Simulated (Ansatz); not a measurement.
Reaction (hydrogenolysis of a Ga–C bond): `[CH3][GaH][CH2]F` + H₂ → `[CH3][GaH2]` + `CF`

Gas-phase electronic energies from Ansatz, PBE0-D4/def2-TZVP geometries. CCSD(T)/CBS is the MP2 limit (def2-TZVPP, def2-QZVPP) plus CCSD(T) − MP2 in def2-TZVPP, frozen cores. This one scheme is used for every species. Functionals use def2-TZVPP. B3LYP here is the variant with VWN-RPA as its local correlation; programs differ in this. For Ga outer-core shells are correlated without core-valence functions, which leaves a few kJ/mol of doubt a bond. Scalar relativity is left out up to krypton. Each species was taken in one conformer, which may not be the lowest.

`[CH3][GaH][CH2]F`:

```xyz
10

C    -1.087   -0.176   -1.337
Ga   -0.358   -0.508    0.453
C     1.275    0.454    1.073
F     1.762    1.327    0.100
H    -1.121   -1.106   -1.910
H    -2.115    0.190   -1.263
H    -0.490    0.555   -1.882
H    -1.016   -1.529    1.459
H     2.078   -0.248    1.328
H     1.073    1.039    1.979
```

H₂:

Z-matrix (Å, degrees):
```
H
H 1 0.746
```

`[CH3][GaH2]`:

Z-matrix (Å, degrees):
```
C
Ga 1 1.966
H 1 1.092 2 111.3
H 1 1.096 2 108.8 3 117.6
H 1 1.090 2 112.4 3 -123.0
H 2 1.574 1 121.1 3 142.3
H 2 1.575 1 120.1 3 -38.7
```

`CF`:

Z-matrix (Å, degrees):
```
C
F 1 1.376
H 1 1.092 2 109.1
H 1 1.092 2 109.1 3 -120.0
H 1 1.092 2 109.1 3 120.0
```

```tsv
level	ΔE (kJ/mol)	difference from CCSD(T)/CBS
PBE-D4	-36.9	3.6
r2SCAN-D4	-40.4	0.1
B3LYP-D4	-43.5	-3.0
ωB97M-V	-43.7	-3.2
B2PLYP	-47.5	-7.0
r2SCAN	-41.6	-1.1
PBE0	-48.6	-8.1
HF/def2-TZVPP	-74.0	-33.5
SCS-MP2/def2-QZVPP	-44.7	-4.2
HF/CBS(def2)	-74.8	-34.3
CCSD(T)/CBS	-40.5	0
```

Largest T1 diagnostic among the species: 0.012.

The D4 term adds +7.0 kJ/mol with B3LYP and +3.9 kJ/mol with PBE0; it sums over pairs of atoms, weighted by their polarisabilities, and B3LYP, whose exchange is more repulsive, gets the larger term. From PBE to PBE0 (25 % exact exchange), in def2-TZVPP and without D4, ΔE moves by −7.3 kJ/mol. In def2-TZVPP, CCSD(T) changes the Hartree–Fock value by +29.5 kJ/mol (the triples alone add +4.9 kJ/mol) and MP2 by +33.6 kJ/mol.
